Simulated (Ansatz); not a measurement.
Stepwise reaction of `[F][Sn]([Cl])([Cl])[Br]` with water, as a gas-phase model of exchange steps in deposition or etching. ΔE in kJ/mol; ΔG adds harmonic PBE0-D4 terms to CCSD(T)/CBS, at 1 bar.

Gas-phase electronic energies from Ansatz, PBE0-D4/def2-TZVP geometries. CCSD(T)/CBS is the MP2 limit (def2-TZVPP, def2-QZVPP) plus CCSD(T) − MP2 in def2-TZVPP, frozen cores. This one scheme is used for every species. DFT in def2-TZVPP. B3LYP here is the variant with VWN-RPA as its local correlation; programs differ in this. def2 core potentials past Kr. For Br, Sn outer-core shells are correlated without core-valence functions, which leaves a few kJ/mol of doubt a bond. Scalar relativity is left out up to krypton. Each species was taken in one conformer, which may not be the lowest.

```tsv
step	reaction	PBE-D4	B3LYP-D4	ωB97M-V	CCSD(T)/CBS	ΔG(600 K)
1	`[F][Sn]([Cl])([Cl])[Br]` + H₂O → `[OH][Sn]([F])([Cl])[Br]` + HCl	58.9	60.3	59.4	59.8	45.7
2	`[OH][Sn]([F])([Cl])[Br]` + H₂O → `[OH][Sn]([OH])([F])[Br]` + HCl	59.6	60.3	59.5	60.0	58.4
```

Problem. By hand: ΔE of the 2 steps together at CCSD(T)/CBS.

Solution. (59.8) + (60.0) = 119.8 kJ/mol, or 59.9 kJ/mol a step.

In ΔE the steps differ by no more than 0.2 kJ/mol. All are uphill at CCSD(T)/CBS. ΔG lies between 45.7 and 58.4 kJ/mol a step. PBE-D4 differs from CCSD(T)/CBS by -0.9 to -0.4 kJ/mol a step. Isolated molecules leave out the surface, adducts and barriers. Largest T1 diagnostic: 0.013.
